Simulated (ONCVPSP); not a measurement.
Reading a pseudo-wave (nitrogen (N))

Columns: radius, all-electron u(r) and pseudo u(r) of the 2s shell (level -18.46 eV) of nitrogen in the configuration [He] 2s2 2p3; PBEsol, scalar-relativistic, ONCV scheme, ONCVPSP 4.0.1.

```tsv
r (bohr)	all-electron	pseudo
0.065	-0.3266	0.0531
0.130	-0.3845	0.1069
0.195	-0.3026	0.1637
0.260	-0.1552	0.2264
0.325	0.0153	0.2963
0.390	0.1852	0.3718
0.455	0.3418	0.4496
0.520	0.4793	0.5274
0.585	0.5952	0.6043
0.650	0.6895	0.6795
0.715	0.7631	0.7498
0.780	0.8179	0.8093
0.845	0.8561	0.8529
0.910	0.8797	0.8792
0.975	0.8912	0.8911
1.040	0.8923	0.8923
1.105	0.8851	0.8851
1.170	0.8711	0.8711
1.235	0.8517	0.8517
1.300	0.8282	0.8281
1.365	0.8014	0.8014
1.430	0.7724	0.7724
1.495	0.7418	0.7418
1.560	0.7102	0.7102
1.625	0.6781	0.6781
1.690	0.6459	0.6459
```

(1) How many radial nodes do the two functions have?

(2) At about which radius was the pseudo-wave matched?

(3) Is the pseudo-wave norm-conserving?

Results:

(1) The all-electron 2s function has n − l − 1 = 1; the pseudo-wave has 0, since the states of the same l below it are removed with the core.

(2) 1.00 bohr, where the columns begin to agree (steps of 0.07 bohr).

(3) Yes: the ONCV scheme keeps the norm inside the radius equal to the all-electron one, which fixes the energy derivative of the logarithmic derivative at the level.
